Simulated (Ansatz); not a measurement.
One change: `[BH2][GeH]([F])[GaH2]` becomes `[BH2][GeH2][F]`.

Ansatz, PBE0-D4/def2-TZVP geometries, multiplicity 1. 

Scalar relativity is left out up to krypton.

```json
{"property": "LUMO energy (PBE/def2-TZVPP) / eV", "`[BH2][GeH]([F])[GaH2]`": "-3.69"}
{"property": "LUMO energy (PBE0/def2-TZVPP) / eV", "`[BH2][GeH]([F])[GaH2]`": "-2.83"}
{"property": "LUMO energy (B3LYP/def2-TZVPP) / eV", "`[BH2][GeH]([F])[GaH2]`": "-3.04"}
{"property": "HOMO–LUMO gap (PBE/def2-TZVPP) / eV", "`[BH2][GeH]([F])[GaH2]`": "2.69"}
{"property": "size of the dipole moment (B3LYP/def2-TZVPP) / D", "`[BH2][GeH]([F])[GaH2]`": "2.26"}
{"property": "HOMO–LUMO gap (PBE0/def2-TZVPP) / eV", "`[BH2][GeH]([F])[GaH2]`": "4.62"}
```

**Question.** What does the change do to each property? (Best estimate.)

**Answer.** Computed: 
```tsv
property	`[BH2][GeH2][F]`	shift
LUMO energy (PBE/def2-TZVPP) / eV	-3.80	-0.11
LUMO energy (PBE0/def2-TZVPP) / eV	-2.80	0.03
LUMO energy (B3LYP/def2-TZVPP) / eV	-3.02	0.02
HOMO–LUMO gap (PBE/def2-TZVPP) / eV	3.45	0.76
size of the dipole moment (B3LYP/def2-TZVPP) / D	2.40	0.14
HOMO–LUMO gap (PBE0/def2-TZVPP) / eV	5.78	1.16
```

The zero-point energy changes by -15.3 kJ/mol with -6 modes. Dipoles are sizes alone; their direction can turn.

B3LYP here is the variant with VWN-RPA as its local correlation; programs differ in this.
